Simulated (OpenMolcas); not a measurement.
3d5 ions of rising charge with 6 fluoride ligands in octahedral coordination

```json
{
  "Program": "OpenMolcas 26.06",
  "Method": "CASSCF",
  "Spin-orbit coupling": "state interaction with AMFI integrals over the reference wave functions"
}
```

The d shell is active. Anionic complexes are neutralised by point charges behind the ligands. Distances were set from a Shannon-type radius of the metal (high-spin where two are listed) plus a fixed donor radius (F 1.31 Å). Ligand basis ANO-RCC-VDZP, DKH2 Hamiltonian. States (labels of O, the rotations of Oh). Energies in cm-1 above the lowest state or level, χT in cm3 K/mol; 10Dq and B are least-squares fits to the states below 45000 cm-1, weighted by degeneracy, with a free offset, and given where the rms deviation is under 5 % of |10Dq| (or 100 cm-1) and under 700 cm-1. Spin-only χT is S(S+1) / 2 for the spin of the ground state.

```json
{"Ion": "Mn2+", "Shell": "3d5", "R (Å)": "2.14", "Metal basis": "ANO-RCC-VTZP", "Outer charge (e at Å behind ligand)": "0.67 at 2.4", "Ground state": "6A1", "10Dq": "6049", "B (rms of fit)": "1103 (98)", "First gap with spin-orbit (degeneracies)": "28064 (6, 2)", "χT at 300 K": "4.386", "First state of another spin": "4T1 28107", "Spin-only χT": "4.375"}
{"Ion": "Fe3+", "Shell": "3d5", "R (Å)": "1.96", "Metal basis": "ANO-RCC-VTZP", "Outer charge (e at Å behind ligand)": "0.5 at 3.2", "Ground state": "6A1", "10Dq": "9930", "B (rms of fit)": "1237 (119)", "First gap with spin-orbit (degeneracies)": "27913 (6, 2)", "χT at 300 K": "4.385", "First state of another spin": "4T1 28006", "Spin-only χT": "4.375"}
{"Ion": "Co4+", "Shell": "3d5", "R (Å)": "1.84", "Metal basis": "ANO-RCC-VDZP", "Outer charge (e at Å behind ligand)": "0.33 at 2.6", "Ground state": "6A1", "10Dq": "", "B (rms of fit)": "", "First gap with spin-orbit (degeneracies)": "17439 (6, 2)", "χT at 300 K": "4.382", "First state of another spin": "2S+1 = 4: 17668", "Spin-only χT": "4.375"}
```

The rows also differ in their metal basis and outer charges, so part of each step comes from that.

|10Dq| changes by a factor of 9930 / 6049 = 1.64 from Mn2+ to Fe3+.

B goes from 1103 cm-1 (Mn2+) to 1237 cm-1 (Fe3+). In real complexes covalency offsets the rise of B with charge, which this model largely misses.

Every ion keeps the highest spin of its shell. χT departs most from the spin-only value for Mn2+, by +0.011 cm3 K/mol.

Without dynamic correlation the repulsion within the d shell is too large (B by tens of per cent), so at a given field states of lower spin stand too high. Ligand-to-metal charge-transfer states are missing. With no ligand orbital active B as a rule stays too high, so bands that hang on it stand too high and its fall with covalency is understated. With metal d orbitals alone and no dynamic correlation the field as a rule comes out too small, by tens of per cent, by up to half for chloride and softer ligands. CASSCF with metal d orbitals alone favours high spin, so a ground state of lower spin is not ruled out (holds for Co4+). The least metal-like active orbital is 73 % on the metal (Löwdin) and no ligand orbital is active, so the numbers are rough (holds for Co4+). No measured value stands beside these numbers; the geometry was imposed, not optimised, and the real ion may take another.

A state without a sure symmetry label is named by its multiplicity alone.
